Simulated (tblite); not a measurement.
H₈SSeSi₃.
Atom-mapped SMILES: `[SiH3:1][S:2][Si@@H:3]([SiH3:4])[SeH:5]` (hydrogens: H6, H7, H8 on Si1; H9 on Si3; H10, H11, H12 on Si4; H13 on Se5)

Computed with GFN2-xTB (tblite), gas phase: L-BFGS steps from a force-field or distance-geometry start until the largest atomic force falls under 0.01 eV/Å.

Step 30: E = -428.7449 eV
```
atom  x, y, z in Å  |  force x, y, z in eV/Å
Si1     2.8784    0.3314   -0.0132    0.005  -0.001  -0.007
S2      1.0541    0.7881    1.0259    0.025   0.002  -0.028
Si3    -0.5150   -0.5278    0.3274   -0.008  -0.023   0.020
Si4    -2.4804    0.7230    0.4341   -0.039   0.005   0.008
Se5    -0.0776   -1.3366   -1.8124    0.014   0.009   0.035
H6      3.5370   -0.7635    0.6878   -0.021   0.015   0.002
H7      2.5142   -0.0378   -1.3758    0.012   0.018   0.003
H8      3.5864    1.5961    0.0694    0.023  -0.025   0.000
H9     -0.3791   -1.7292    1.1597    0.009   0.008  -0.022
H10    -2.9551    1.1185   -0.8945    0.022   0.004  -0.011
H11    -3.5287   -0.1077    1.0294   -0.004  -0.012   0.016
H12    -2.2799    1.9151    1.2508   -0.022   0.003  -0.003
H13    -1.3589   -1.9690   -1.9064   -0.015  -0.002  -0.012
```

Step 31: E = -428.7452 eV
```
atom  x, y, z in Å  |  force x, y, z in eV/Å
Si1     2.8777    0.3309   -0.0132    0.011  -0.006  -0.011
S2      1.0559    0.7912    1.0254   -0.011  -0.013  -0.029
Si3    -0.5145   -0.5270    0.3268    0.004  -0.012   0.048
Si4    -2.4812    0.7225    0.4339   -0.030   0.003   0.001
Se5    -0.0770   -1.3360   -1.8110    0.006  -0.001   0.022
H6      3.5344   -0.7647    0.6873   -0.017   0.007   0.006
H7      2.5130   -0.0367   -1.3756    0.011   0.015  -0.006
H8      3.5886    1.5932    0.0695    0.031  -0.011   0.000
H9     -0.3774   -1.7278    1.1613    0.009   0.019  -0.030
H10    -2.9553    1.1180   -0.8953    0.022   0.002  -0.005
H11    -3.5277   -0.1105    1.0290   -0.007  -0.011   0.015
H12    -2.2813    1.9144    1.2506   -0.023   0.005  -0.001
H13    -1.3596   -1.9671   -1.9063   -0.005   0.003  -0.011
```

Step 32: E = -428.7454 eV
```
atom  x, y, z in Å  |  force x, y, z in eV/Å
Si1     2.8771    0.3304   -0.0133    0.018  -0.007  -0.014
S2      1.0576    0.7946    1.0242   -0.043  -0.021  -0.026
Si3    -0.5138   -0.5262    0.3271    0.008   0.010   0.062
Si4    -2.4825    0.7218    0.4337   -0.016  -0.001  -0.003
Se5    -0.0764   -1.3350   -1.8091   -0.006  -0.012   0.008
H6      3.5311   -0.7660    0.6870   -0.011  -0.006   0.011
H7      2.5119   -0.0350   -1.3756    0.009   0.010  -0.017
H8      3.5918    1.5896    0.0695    0.038   0.003   0.001
H9     -0.3756   -1.7258    1.1628    0.010   0.017  -0.027
H10    -2.9548    1.1174   -0.8963    0.019  -0.001  -0.001
H11    -3.5267   -0.1138    1.0287   -0.011  -0.010   0.014
H12    -2.2835    1.9137    1.2503   -0.025   0.007   0.001
H13    -1.3606   -1.9650   -1.9066    0.009   0.011  -0.009
```

**Question.** Estimate the geometry and energy of step 33. (The exact step hangs on the optimiser's Hessian estimate; all steps are aligned on step 32, rigid shifts and turns removed.)

**Answer.** E = -428.7459 eV, largest force 0.076 eV/Å
```
atom  x, y, z in Å  |  force x, y, z in eV/Å
Si1     2.8762    0.3293   -0.0138    0.024  -0.004  -0.017
S2      1.0592    0.8000    1.0217   -0.069  -0.022  -0.018
Si3    -0.5123   -0.5246    0.3285    0.000   0.042   0.063
Si4    -2.4844    0.7203    0.4331    0.004  -0.007  -0.004
Se5    -0.0753   -1.3335   -1.8060   -0.019  -0.026  -0.007
H6      3.5252   -0.7687    0.6867   -0.003  -0.024   0.017
H7      2.5096   -0.0319   -1.3760    0.008   0.003  -0.032
H8      3.5982    1.5833    0.0695    0.043   0.019   0.003
H9     -0.3721   -1.7216    1.1656    0.014   0.002  -0.015
H10    -2.9540    1.1162   -0.8978    0.015  -0.004   0.003
H11    -3.5249   -0.1198    1.0282   -0.016  -0.006   0.010
H12    -2.2878    1.9124    1.2497   -0.027   0.009   0.004
H13    -1.3620   -1.9608   -1.9070    0.026   0.019  -0.005
```

The energy changes by -0.0004 eV. The first-order estimate −F·Δx gives -0.0006 eV and the mean of the old and new forces, exact on a quadratic surface, -0.0004 eV. The step makes an angle of 74° with the force vector and moves no atom by more than 0.009 Å.

What follows is the cost of the whole relaxation. The run took 1.4 s wall on an Arm Neoverse N1 with one thread, shared host.
